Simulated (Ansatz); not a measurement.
Stepwise reaction of `[CH3][AlH][SiH2]C` with hydrogen, as a gas-phase model of exchange steps in deposition or etching. ΔE in kJ/mol.

Program: Ansatz. Geometries: PBE0-D4/def2-TZVP. ΔE: electronic, gas phase. CCSD(T)/CBS is the MP2 limit (def2-TZVPP, def2-QZVPP) plus CCSD(T) − MP2 in def2-TZVPP, frozen cores. This one scheme is used for every species. Functionals use def2-TZVPP. B3LYP here is the variant with VWN-RPA as its local correlation; programs differ in this. Each species was taken in one conformer, which may not be the lowest.

```csv
step,reaction,PBE-D4,B3LYP-D4,ωB97M-V,CCSD(T)/CBS
1,`[CH3][AlH][SiH2]C` + H₂ → `[CH3][AlH][SiH3]` + CH₄,-32.2,-37.4,-34.6,-33.9
2,`[CH3][AlH][SiH3]` + H₂ → `[AlH2][SiH3]` + CH₄,-19.8,-26.1,-23.3,-23.0
```

By hand: ΔE of the 2 steps together at CCSD(T)/CBS.

(-33.9) + (-23.0) = -56.9 kJ/mol, or -28.4 kJ/mol a step.

In ΔE each step is higher than the one before. All are downhill at CCSD(T)/CBS. PBE-D4 differs from CCSD(T)/CBS by 1.7 to 3.2 kJ/mol a step. Isolated molecules leave out the surface, adducts and barriers. Largest T1 diagnostic: 0.012.
